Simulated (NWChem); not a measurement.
Molecule: InH, singlet; SMILES [InH]

```xyz
2

In     0.0000     0.0000    -0.0141
H      0.0000     0.0000    -1.8774
```
Atoms are numbered in this order, from 1.

Computed with NWChem. Low-valent species are run as closed-shell singlets; no triplet was tried in these runs. Structure relaxed at the PBE0/def2-SVP level. def2 effective core potentials on In; no spin-orbit coupling. Ions are spin-unrestricted doublets at the neutral geometry; other ion states weren't tried. Functional: LC-ωPBE (HJS hole) with def2-SVP; rows give the range parameter ω in 1/bohr.

Question: At which range parameter does −ε(HOMO) equal the ΔSCF ionisation energy (optimal tuning)?

Answer: about 0.39 per bohr, by linear interpolation in these runs:
| range parameter (1/bohr) | vertical ionisation energy, ΔSCF (eV) | −ε(HOMO) (eV) | ΔSCF minus −ε(HOMO) (eV) |
|---|---|---|---|
| 0.10 | 7.93 | 6.15 | 1.78 |
| 0.15 | 7.93 | 6.69 | 1.24 |
| 0.20 | 7.93 | 7.11 | 0.82 |
| 0.35 | 7.94 | 7.87 | 0.07 |
| 0.60 | 7.91 | 8.31 | -0.40 |
